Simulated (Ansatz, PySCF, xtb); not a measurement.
Pair of molecules: GeH4O2 (SMILES [OH][GeH2][OH]) (first 7 atoms) with CH4 (SMILES C); geometry from B3LYP-D3(BJ)/def2-TZVP, rigid monomers moved along the line of their centres of mass till H7···C8 is 2.42 Å.
(charge 0, multiplicity 1):
| atom | x (Å) | y (Å) | z (Å) |
|---|---|---|---|
| O | 1.0036 | -0.9543 | -0.0097 |
| Ge | -0.4769 | 0.0225 | -0.2424 |
| O | -0.3037 | 1.5951 | 0.5834 |
| H | 1.7881 | -0.5392 | -0.3830 |
| H | -0.6777 | 0.4025 | -1.7147 |
| H | -1.5773 | -0.8407 | 0.3862 |
| H | -0.1994 | 1.5004 | 1.5363 |
| C | 0.3380 | -0.1009 | 3.2701 |
| H | 0.5102 | -0.6422 | 4.1990 |
| H | 0.8073 | 0.8808 | 3.3424 |
| H | 0.7705 | -0.6548 | 2.4381 |
| H | -0.7369 | 0.0107 | 3.1232 |

Interaction energies are E(AB) − E(A) − E(B) at the monomers' geometry in the complex; basis-set methods are counterpoise corrected.

Correlated levels freeze the cores. Filled d and f shells under p-block atoms count as core.

The values were computed with Ansatz (an electronic-structure program); PySCF for the dispersion terms; xtb for the GFN methods. Values without a source in brackets are computed.

**Question.** One of these levels gives -6.3 kJ/mol for the interaction energy. Which?
(A) MP2/aug-cc-pVDZ
(B) GFN2-xTB
(C) r2SCAN-D4/def2-TZVPPD

**Answer.** C, r2SCAN-D4/def2-TZVPPD. The others give -4.8 (GFN2-xTB), -1.4 (MP2/aug-cc-pVDZ)
